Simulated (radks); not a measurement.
Eu LVII, configuration [He] 2s2 2p3 (the NIST ground configuration). All-electron calculation, Dirac Kohn-Sham, BLYP, spin-unpolarised, spherical densities, finite nucleus; open shells fill j = l - 1/2 first; Fermi nuclear charge, rms radius 5.1115 fm. Program: a radial shooting solver on a logarithmic mesh with Libxc functionals.

Radial electron density D(r) = 4 pi r^2 rho(r):

```
   r/bohr * D(r) (the largest magnitude, 81.3, reaches the edge; | marks zero)
 0.001063 |  *
  0.00116 |  *
 0.001277 |   *
 0.001406 |    *
 0.001547 |    *
 0.001703 |     *
 0.001875 |      *
 0.002048 |       *
 0.002254 |        *
 0.002481 |          *
 0.002731 |           *
 0.003006 |             *
 0.003309 |               *
 0.003613 |                 *
 0.003977 |                    *
 0.004378 |                      *
 0.004819 |                         *
 0.005305 |                            *
 0.005839 |                               *
 0.006428 |                                   *
 0.007019 |                                      *
 0.007726 |                                         *
 0.008505 |                                            *
 0.009362 |                                               *
  0.01031 |                                                  *
  0.01134 |                                                    *
  0.01239 |                                                     *
  0.01363 |                                                      *
  0.01501 |                                                      *
  0.01652 |                                                     *
  0.01819 |                                                    *
  0.02002 |                                                 *
  0.02186 |                                               *
  0.02406 |                                            *
  0.02649 |                                        *
  0.02916 |                                     *
  0.03209 |                                   *
  0.03533 |                                 *
  0.03858 |                                *
  0.04246 |                                 *
  0.04674 |                                  *
  0.05145 |                                   *
  0.05664 |                                     *
  0.06234 |                                      *
  0.06862 |                                       *
  0.07494 |                                      *
  0.08249 |                                    *
   0.0908 |                                *
  0.09995 |                           *
     0.11 |                      *
   0.1211 |                *
   0.1322 |           *
   0.1456 |       *
   0.1602 |    *
   0.1764 |  *
   0.1942 |*
   0.2137 |*
   0.2334 *
   0.2569 *
   0.2828 *
   0.3113 *
```

D(r) has 2 maxima, at r = 0.0144, 0.0675 bohr, and minima at 0.0398 bohr, inside which lie 2.32 electrons.
